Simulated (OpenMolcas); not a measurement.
# Pd2+: ligand-field states by method

Pd2+ with its 6 nearest fluoride ions at 2.221 Å, on the Na site of NaF (a = 4.634 Å, distance in the model lattice 2.317 Å). The rest of the host is ab initio model potentials to 7.6 Å, with orthogonalisation functions on the cations behind the ligands, and point charges beyond; the distance is set by hand and nothing relaxes, and no local charge compensation is placed. Ligand basis ANO-RCC-VDZP.

* Program: OpenMolcas 26.06
* Basis: ANO-RCC-VDZP [6s5p3d1f]
* Scalar Hamiltonian: DKH2, point nucleus
* Active space: 8 electrons in 5 orbitals (4d)
* State averaging: 2S+1 = 3 even, 10 roots; 2S+1 = 1 even, 15 roots
* Spin-orbit coupling: RASSI with atomic mean-field integrals over the reference wave functions

I. CASSCF
II. SS-CASPT2, IPEA 0.25 Eh, imaginary shift 0.1 Eh (closed shells correlated: 4s 4p and the ligand valence shells)

Spin-free states (labels of O, the rotations of Oh) in cm-1, each column counted from its own energy of the first state listed:

```tsv
State	Degeneracy	I	II
3A2	1	0	0
3T2	3	11271	13470
1E	2	13403	9290
3T1	3	17926	20360
1A1	1	22634	17930
1T2	3	24275	23580
1T1	3	28414	27630
3T1	3	28988	31120
1E	2	37852	40420
1T2	3	38170	40560
1A1	1	60354	56420
```

From I to II, I's first state of the same spin (3T2) moves from 11271 to 13470 cm-1, by about +2200 cm-1.

From I to II, I's first state of another spin (1E) moves from 13403 to 9290 cm-1, by about -4100 cm-1.

I: A least-squares ligand-field fit to the states below 45000 cm-1, each weighted by its degeneracy and with a free common offset, gives 10Dq = 11432 cm-1, B = 864 cm-1 and C = 3449 cm-1 (C/B = 3.99), with an rms deviation of 93 cm-1. The same method and metal basis give the free ion B = 935 cm-1 (fit to its terms below 60000 cm-1, rms deviation 8 cm-1), so the nephelauxetic ratio is β = 864 / 935 = 0.92; it hangs on how both fits weigh the states, and computed free-ion B values tend to be too large, so β mixes covalency with correlation.

χT at 300 K: I 1.49, II 1.41 cm3 K/mol.

Roots that are degenerate in the reference are averaged as groups; the widest CASPT2 spread within a group is 440 cm-1 (the 3-fold group of multiplicity 3 near 20400 cm-1 above the lowest state of its run, II). Shifts and gaps below about the spread of the groups concerned are not significant. Over all roots computed the reference weight is 0.72 to 0.73 in II; a low but even weight reflects the number of correlated electrons. Real 4d8 and 5d8 ions are as a rule square planar and diamagnetic. Ligand-to-metal charge-transfer states are missing. With no ligand orbital active B as a rule stays too high, so bands that hang on it stand too high and its fall with covalency is understated. Without dynamic correlation the repulsion within the d shell is too large (B by tens of per cent), so at a given field states of lower spin stand too high (holds for I). With metal d orbitals alone the field can be off either way by tens of per cent (holds for I). With one d shell and no ligand orbital active, 10Dq can be off by a tenth or more (holds for II). No measured value stands beside these numbers; the geometry was set by hand and not optimised.
